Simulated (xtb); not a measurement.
ethanol (C₂H₆O), SMILES CCO. All values are semi-empirical tight-binding results from xtb (GFN2-xTB unless named), good for trends rather than for accurate numbers. Geometry: GFN2-xTB. Other conformers were not sampled.

Optimised geometry:

Bonds (Å): C1–C2 1.525, C1–H4 1.086, C1–H5 1.087, C1–H6 1.089, C2–O3 1.409, C2–H7 1.092, C2–H8 1.101, O3–H9 0.964. Angles (°): C2–C1–H4 110.0, C2–C1–H5 110.1, C2–C1–H6 110.5, H4–C1–H5 108.9, H4–C1–H6 108.6, H5–C1–H6 108.6, C1–C2–O3 112.8, C1–C2–H7 110.3, C1–C2–H8 109.8, O3–C2–H7 105.3, O3–C2–H8 110.2, H7–C2–H8 108.3, C2–O3–H9 108.6.

Computed properties:
The orbital gap comes out as 12.89 eV and the dipole moment is 2.00 D. The zero-point energy comes out as 49.0 kcal/mol and the G − E(el) at 298.15 K (modified RRHO) comes out as 33.1 kcal/mol. The static polarisability (D4 model) is 33.1 bohr³, the solvation energy, GFN2-xTB/ALPB(water) is -4.1 kcal/mol and the solvation energy, GFN2-xTB/ALPB(hexane) comes out as -2.5 kcal/mol.

Computed IR lines (harmonic; lines under 4 % of the strongest left out, lines within 3 cm⁻¹ merged):
ν (cm⁻¹): 341 (vs), 421 (m), 831 (w), 932 (w), 1045 (m), 1090 (m), 1130 (m), 1235 (w), 1314 (w), 1350 (m), 1405 (w), 2866 (s), 2984 (w), 3019 (m), 3044 (m), 3049 (m), 3544 (w) (against the strongest line: vs over 80 %, s over 45 %, m over 15 %, w over 4 %, vw less)

Question: Give the atomic charges and the Wiberg bond orders between heavy atoms. (Estimate from the structure and the level; the computed values follow.)

Answer: charges (e) C1 -0.12, C2 0.08, O3 -0.44, H4 0.04, H5 0.05, H6 0.04, H7 0.05, H8 0.02, H9 0.29. Bond orders C1–C2 1.01, C2–O3 1.00.
